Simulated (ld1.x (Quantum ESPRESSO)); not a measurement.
Nd (Z = 60) TM semilocal: all-electron and pseudo phase curves

Nd (Z = 60), norm-conserving Troullier–Martins (semilocal form), made with ld1.x (Quantum ESPRESSO) 7.5 (PBE, scalar-relativistic). Core [Xe], reference 4f4 5d0 6s0 6p0 (charge +2). Waves: 6s (bound, empty): rc 3.55 bohr; 5d (bound, empty): rc 2.85 bohr; 4f (bound): rc 1.55 bohr; 6p (bound, empty): rc 3.60 bohr. Local part: the p channel. Core correction: none.

The phase is arctan(r·u′/u) with u = r·R(r), unwrapped; energies in Ry, scanned from -3 to 5 Ry. A pole is an energy at which the radial function vanishes at the test radius. The pseudo phase is shifted by a multiple of π to meet the all-electron one at the reference energy, and phase errors are pseudo minus all-electron; the curves can meet again beyond the range given. Levels narrower than the energy grid can be missing from the lists of poles.

| channel | radius (bohr) | reference energy (Ry) | poles, all-electron | poles, pseudo | unbroken range about the reference energy with phases within 0.05 rad | phase error 1 Ry above the reference energy (rad) |
| --- | --- | --- | --- | --- | --- | --- |
| s | 3.90 | -0.98 | -0.11, 4.11 | -0.16, 2.37 | below 0.5 | -0.018 |
| p | 3.90 | -0.71 | -2.55, 0.67 | 0.29, 2.48 | -2.4 to -0.1 | -0.079 |
| d | 3.90 | -1.00 | -0.78, 2.12 | -0.78, 2.07 | below 0.5 | -0.004 |
| f | 3.90 | -1.07 | -1.06, 1.06, 4.31 | -1.06, 1.13, 4.72 | below 0.0 | +0.039 |

Phases in the s channel:

```tsv
E (Ry)	all-electron	pseudo
-3.00	1.373	1.371
-2.76	1.357	1.354
-2.52	1.335	1.332
-2.28	1.306	1.303
-2.04	1.264	1.260
-1.80	1.197	1.192
-1.56	1.069	1.063
-1.32	0.743	0.736
-1.08	-0.278	-0.280
-0.84	-1.121	-1.123
-0.60	-1.383	-1.388
-0.36	-1.499	-1.507
-0.12	-1.567	-1.581
0.12	-1.618	-1.641
0.36	-1.663	-1.701
0.60	-1.709	-1.782
0.84	-1.764	-1.934
1.08	-1.843	-2.448
1.32	-1.982	-3.970
1.56	-2.311	-4.436
1.80	-3.250	-4.576
2.04	-4.088	-4.647
2.28	-4.372	-4.696
2.52	-4.494	-4.737
2.76	-4.563	-4.777
3.00	-4.607	-4.826
3.24	-4.639	-4.901
3.48	-4.664	-5.063
3.72	-4.684	-5.748
3.96	-4.702	-7.269
4.20	-4.718	-7.598
4.44	-4.734	-7.704
4.68	-4.749	-7.759
4.92	-4.765	-7.794
```
